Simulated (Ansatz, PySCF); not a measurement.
B(H)(OH)(NMe2) (C2H8BNO), SMILES B(N(C)C)O. Atoms are numbered in the order given.

```xyz
13

B      0.3429    -0.9546     0.4760
H      0.1376    -1.4034     1.5758
O      1.1238    -1.7125    -0.3599
H      1.2658    -1.3186    -1.2325
N     -0.2268     0.2994     0.1338
C     -0.0663     0.9587    -1.1450
C     -1.0421     1.0405     1.0782
H     -1.0406     1.1203    -1.6428
H      0.4212     1.9454    -1.0344
H      0.5562     0.3560    -1.8239
H     -0.6046     2.0330     1.2964
H     -2.0634     1.2057     0.6860
H     -1.1167     0.4785     2.0183
```
Charge 0, spin multiplicity 1.

Coordinates come from a TPSSh-D3(BJ)/def2-SVP optimisation. The structure was generated by enumeration, and PubChem lists no compound with its InChIKey, so it may never have been made. The values are those of a single conformer.

Two levels are set side by side: PBE-D3(BJ)/def2-SVP (Ansatz, a program for electronic structure) and TPSSh-D3(BJ)/def2-SVP (PySCF). Each level has its own optimised geometry; the coordinates shown are those of the second. Frequencies come from the Hessian of PySCF at each geometry. Differences are taken from unrounded values.

```json
[
 {"quantity": "mean bond length (Å)", "TPSSh-D3(BJ)": "1.207", "PBE-D3(BJ)": "1.214", "PBE-D3(BJ) minus TPSSh-D3(BJ)": "0.006"},
 {"quantity": "bond B1–O3 (Å)", "TPSSh-D3(BJ)": "1.372", "PBE-D3(BJ)": "1.375", "PBE-D3(BJ) minus TPSSh-D3(BJ)": "0.003"},
 {"quantity": "bond B1–N5 (Å)", "TPSSh-D3(BJ)": "1.419", "PBE-D3(BJ)": "1.424", "PBE-D3(BJ) minus TPSSh-D3(BJ)": "0.004"},
 {"quantity": "bond N5–C6 (Å)", "TPSSh-D3(BJ)": "1.448", "PBE-D3(BJ)": "1.447", "PBE-D3(BJ) minus TPSSh-D3(BJ)": "-0.001"},
 {"quantity": "bond N5–C7 (Å)", "TPSSh-D3(BJ)": "1.451", "PBE-D3(BJ)": "1.450", "PBE-D3(BJ) minus TPSSh-D3(BJ)": "-0.001"},
 {"quantity": "bond B1–H2 (Å)", "TPSSh-D3(BJ)": "1.205", "PBE-D3(BJ)": "1.218", "PBE-D3(BJ) minus TPSSh-D3(BJ)": "0.012"},
 {"quantity": "bond O3–H4 (Å)", "TPSSh-D3(BJ)": "0.968", "PBE-D3(BJ)": "0.974", "PBE-D3(BJ) minus TPSSh-D3(BJ)": "0.006"},
 {"quantity": "bond C6–H8 (Å)", "TPSSh-D3(BJ)": "1.106", "PBE-D3(BJ)": "1.115", "PBE-D3(BJ) minus TPSSh-D3(BJ)": "0.009"},
 {"quantity": "bond C6–H9 (Å)", "TPSSh-D3(BJ)": "1.106", "PBE-D3(BJ)": "1.115", "PBE-D3(BJ) minus TPSSh-D3(BJ)": "0.009"},
 {"quantity": "bond C6–H10 (Å)", "TPSSh-D3(BJ)": "1.101", "PBE-D3(BJ)": "1.109", "PBE-D3(BJ) minus TPSSh-D3(BJ)": "0.008"},
 {"quantity": "bond C7–H11 (Å)", "TPSSh-D3(BJ)": "1.106", "PBE-D3(BJ)": "1.115", "PBE-D3(BJ) minus TPSSh-D3(BJ)": "0.009"},
 {"quantity": "bond C7–H12 (Å)", "TPSSh-D3(BJ)": "1.106", "PBE-D3(BJ)": "1.115", "PBE-D3(BJ) minus TPSSh-D3(BJ)": "0.009"},
 {"quantity": "bond C7–H13 (Å)", "TPSSh-D3(BJ)": "1.098", "PBE-D3(BJ)": "1.106", "PBE-D3(BJ) minus TPSSh-D3(BJ)": "0.008"},
 {"quantity": "highest harmonic wavenumber (cm⁻¹)", "TPSSh-D3(BJ)": "3804", "PBE-D3(BJ)": "3716", "PBE-D3(BJ) minus TPSSh-D3(BJ)": "-88"},
 {"quantity": "mean harmonic wavenumber (cm⁻¹)", "TPSSh-D3(BJ)": "1471", "PBE-D3(BJ)": "1430", "PBE-D3(BJ) minus TPSSh-D3(BJ)": "-41"},
 {"quantity": "zero-point energy (kcal/mol)", "TPSSh-D3(BJ)": "69.40", "PBE-D3(BJ)": "67.48", "PBE-D3(BJ) minus TPSSh-D3(BJ)": "-1.92"}
]
```

Exact exchange shortens and stiffens bonds; PBE has none. Differences between two approximate levels are no errors against the true value.
